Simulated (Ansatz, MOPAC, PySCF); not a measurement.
Species: methanedithione, CS2, net charge 0, singlet state. SMILES: [S+]#C[S-]
Coordinates optimised at B3LYP-D3(BJ)/def2-TZVP (Ansatz, a program for electronic structure):
```
C
S 1 1.5527
S 1 1.5527 2 180.00
```
Charge 0, spin multiplicity 1.

Quantity: vertical ionisation energy to the doublet, in eV. Conventions: open shells spin-unrestricted; no dispersion term unless named; spin-orbit terms left out; 6-311+G** with 5d, 6d on Na to Ar in Ansatz; non-relativistic; each state is the SCF solution reached for its charge and spin; 6-31G* and kin with 6d, 5d where marked; PM7 with its own dispersion and hydrogen-bond terms. Ab initio and DFT rows: single points at B3LYP-D3(BJ) geometries (Ansatz). Semi-empirical rows: differences of heats of formation at the shared geometry for vertical values.

```
level               program  vertical ionisation energy to the doublet (eV)
------------------  -------  ----------------------------------------------
AM1                   MOPAC                                            8.97
PM3                   MOPAC                                            9.42
PM6                   MOPAC                                            8.94
PM7                   MOPAC                                            8.75
MNDO                  MOPAC                                            9.14
PBE/6-31G*           Ansatz                                           10.05
PBE/6-311+G**        Ansatz                                           10.09
B3LYP/STO-3G         Ansatz                                            7.20
B3LYP/6-31G*         Ansatz                                           10.07
M06-2X/6-31G* (5d)    PySCF                                           10.19
M06-2X/def2-TZVPD     PySCF                                           10.16
wB97X-V/def2-TZVPD   Ansatz                                           10.04
```

No value to compare with is used here. The 10 habitual levels span 7.20 (B3LYP/STO-3G) to 10.19 eV (M06-2X/6-31G* (5d)); wB97X-V/def2-TZVPD gives 10.04.

The levels are drawn from those run, B3LYP/6-31G* more often than the rest, none by its result; left out are runs that failed, that the program found above a lower state of the same kind, or whose <S^2> lies over 0.5 above the pure value.
